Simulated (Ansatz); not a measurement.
# A family of molecules: the atomisation energy (no zero-point term)

One atom is swapped for its congeners: SnH2(OH)Cl; SnH2(SH)Cl; SnH2(SeH)Cl. All are singlets with charge 0.

Shapes, held fixed at every level: PBE0-D4/def2-TZVP. Flexible molecules stand in one conformer, not always the lowest. Programs: Ansatz 0.2.0. Values in eV.

| level | SnH2(OH)Cl | SnH2(SH)Cl | SnH2(SeH)Cl |
| --- | --- | --- | --- |
| r2SCAN-D4/def2-TZVPP | 17.28 | 15.67 | 15.03 |
| B3LYP-D4/def2-TZVPP | 17.06 | 15.41 | 14.79 |
| r2SCAN0-D4/def2-TZVPP | 16.85 | 15.43 | 14.79 |
| wB97M-V/def2-TZVPP | 17.30 | 15.70 | 14.90 |
| CCSD(T)/def2-SVP | 15.68 | 14.14 | 13.62 |
| CCSD(T)/def2-TZVPP | 16.89 | 15.21 | 14.62 |

At CCSD(T)/def2-TZVPP the atomisation energy falls at every step, from 16.89 to 14.62 eV. Every level shows the same order. For atoms past krypton def2 sets carry core potentials with scalar relativity. Relativity is left out for Se unless named. Correlated rows may include outer-core shells of Se, Sn, which these sets cover unevenly. Spin-orbit coupling, which grows down the group, is left out (summed over each molecule's free atoms 0.35, 0.37, 0.46 eV).
